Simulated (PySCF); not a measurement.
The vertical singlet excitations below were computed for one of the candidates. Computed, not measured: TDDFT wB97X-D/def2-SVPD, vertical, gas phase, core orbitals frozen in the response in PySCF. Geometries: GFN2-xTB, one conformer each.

| state | E (eV) | f |
| --- | --- | --- |
| S1 | 8.22 | 0.0078 |
| S2 | 8.53 | 0.0080 |
| S3 | 8.80 | 0.099 |
| S4 | 8.83 | 0.0066 |
| S5 | 8.90 | 0.017 |
| S6 | 9.12 | 0.017 |
| S7 | 9.36 | 0.035 |
| S8 | 9.48 | 0.0022 |

Triplets computed (Tamm–Dancoff): 7.84, 8.15, 8.26 eV.

Task: Which structure fits?
A. `C=C[C@@H](CC)C(=O)Cl`
B. `OS(CCC)(=O)=O`
C. `O[C@@]12C[C@@H](Cl)C[C@@H]1C2`

Result: B. Its S1, at 8.22 eV, is the highest among the candidates; the nearest of the others has S1 at 7.25 eV. S1 is HOMO→LUMO (73%). Löwdin shares by element: HOMO oxygen 90%, sulfur 4%; LUMO sulfur 41%, oxygen 24% or more, hydrogen 11% or more (atoms not listed hold the other 24%). At the same level the other candidates give, for their lowest levels:
- `C=C[C@@H](CC)C(=O)Cl`: 5.03 eV (f 0.008); 6.48 eV (f 0.072); 6.75 eV (f 0.028); 7.05 eV (f 0.014); 7.69 eV (f 0.309); T1 4.41 eV; HOMO -9.80, LUMO 0.53 eV
- `O[C@@]12C[C@@H](Cl)C[C@@H]1C2`: 7.25 eV (f 0.008); 7.36 eV (f 0.002); 7.42 eV (f 0.002); 7.77 eV (f 0.028); 8.02 eV (f 0.007); T1 6.76 eV; HOMO -9.58, LUMO 2.08 eV

The values belong to the conformer `[CH3:1][CH2:2][CH2:3][S:4](=[O:5])(=[O:6])[OH:7]`: C1–C2–C3–S4 72°, C2–C3–S4–O5 -82°, H–O7–S4–C3 -133°.
